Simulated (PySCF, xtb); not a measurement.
O4Pt, SMILES [O]=[Pt+2](=[O])(=[O])=[O], charge +2, multiplicity 1.

Harmonic wavenumbers (cm⁻¹) from xtb with GFN2-xTB at its own minimum, in rising order: 253, 253, 253, 257, 258, 741, 875, 876, 876.

Problem. What does B3LYP-D3(BJ)/def2-SVP in PySCF give at its own minimum? (An estimate is asked for; the answer gives what the named calculation found.)

Solution. 300, 300, 305, 305, 305, 878, 897, 897, 897. Paired by order, the mean absolute difference is 49 cm⁻¹ and the zero-point energies are 6.6 and 7.3 kcal/mol.
